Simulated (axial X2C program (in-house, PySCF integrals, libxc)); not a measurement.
**Which molecule has these constants?**

Calculated with an in-house relativistic program for diatomic molecules, spin-free (one-electron X2C) or two-component (2c: spin–orbit coupling with atomic mean-field Coulomb and Gaunt terms, which also bring small scalar terms), in Dyall basis sets with cores contracted in-house; open shells are unrestricted.

A two-component CCSD(T) calculation in a Dyall 3-zeta basis gave Re = 3.553 Å, ωe = 103.0 cm⁻¹, Ω = 1/2.

Problem. Which molecule is it?
A. NaB⁺
B. NaIn⁺
C. NaGa⁺
D. NaAl⁺

Solution. B. The others have NaGa⁺ 3.409 Å and 112.2 cm⁻¹ (Ω = 1/2); NaAl⁺ 3.346 Å and 141.0 cm⁻¹ (Ω = 1/2); NaB⁺ 2.854 Å and 208.3 cm⁻¹ (Ω = 1/2).

Frozen shells (counts by l): NaIn⁺ In 4s3p2d, Na 2s1p, 3 electrons correlated; NaGa⁺ Ga 3s2p1d, Na 2s1p, 3 electrons correlated; NaAl⁺ Al 2s1p, Na 1s, 11 electrons correlated; NaB⁺ Na 1s, B 1s, 11 electrons correlated. Coupled cluster in natural virtuals with an MP2 remainder. Where the outer core of a metal is frozen, bonds come out longer and ionisation energies lower.

Each entry is the lowest single determinant of a limited PBE0 search at one distance. De goes to single-determinant-based atoms at the same level (for ions the charge split of lowest energy) and is withheld (n/a) where an atom does not fit its ground term or J level. Main or longest-lived isotopes. Some light 2c atoms are not at their ground J level, so De misses part of their lowering (0.04 eV or less).
